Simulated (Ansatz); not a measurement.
`O[CH2][ZnH]` and `CO[CH2][ZnH]` differ in one atom or group.

Ansatz, PBE0-D4/def2-TZVP geometries, multiplicity 1. Each molecule was computed in one conformer, which needn't be the lowest.

Scalar relativity is left out up to krypton.

```csv
property,`O[CH2][ZnH]`
LUMO energy (ωB97M-V/def2-TZVPP) / eV,0.65
HOMO energy (B3LYP/def2-TZVPP) / eV,-6.31
HOMO energy (PBE0/def2-TZVPP) / eV,-6.49
HOMO energy (ωB97M-V/def2-TZVPP) / eV,-8.75
"ideal-gas entropy at 298 K and 1 bar (rigid rotor, harmonic PBE0-D4/def2-TZVP) / J/(mol·K)",295
size of the dipole moment (PBE/def2-TZVPP) / D,1.26
```

(1) What does the change do to each property? (Best estimate.)

Results:

(1) The calculation gave: 
```csv
property,`CO[CH2][ZnH]`,shift
LUMO energy (ωB97M-V/def2-TZVPP) / eV,0.89,0.24
HOMO energy (B3LYP/def2-TZVPP) / eV,-7.06,-0.75
HOMO energy (PBE0/def2-TZVPP) / eV,-7.25,-0.76
HOMO energy (ωB97M-V/def2-TZVPP) / eV,-9.47,-0.72
"ideal-gas entropy at 298 K and 1 bar (rigid rotor, harmonic PBE0-D4/def2-TZVP) / J/(mol·K)",326,31
size of the dipole moment (PBE/def2-TZVPP) / D,1.29,0.03
```

With PBE0 the HOMO falls by 0.76 eV and the LUMO rises by 0.24 eV, so the gap widens by about 1.00 eV. PBE moves the HOMO by -0.53 eV and ωB97M-V by -0.72 eV. The zero-point energy changes by 73.7 kJ/mol with +9 modes. Dipoles are sizes alone; their direction can turn.

B3LYP here is the variant with VWN-RPA as its local correlation; programs differ in this.
